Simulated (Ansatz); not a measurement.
Molecule: FeO, net charge 0, quintet state. The spin state was set by rule; other spins were not relaxed. SMILES: [O]=[Fe]
Geometry: optimised at B3LYP-D3(BJ)/def2-TZVP (Ansatz, a quantum-chemistry and plane-wave program).

Parts of the frozen-core correlation energy in STO-3G (Ansatz, hartree). Frozen orbitals: 10; correlated occupied orbitals by spin: 9 and 5; virtual: 4 and 8. Open shells are spin-unrestricted. No spin-orbit coupling. No relativistic terms. The program attaches cautions to this run: large difference.

```json
[
 {"term": "reference (HF)", "value": "-1322.89021"},
 {"term": "MP2 opposite-spin", "value": "?"},
 {"term": "MP2 same-spin", "value": "?"},
 {"term": "CCSD correlation", "value": "?"},
 {"term": "(T)", "value": "-0.01023"},
 {"term": "T1 diagnostic", "value": "0.079"},
 {"term": "largest doubles amplitude", "value": "0.117"},
 {"term": "<S^2> of the reference", "value": "6.909"}
]
```

Complete the blanks.


- MP2 opposite-spin, value: -0.04746
- MP2 same-spin, value: -0.01976
- CCSD correlation, value: -0.10493
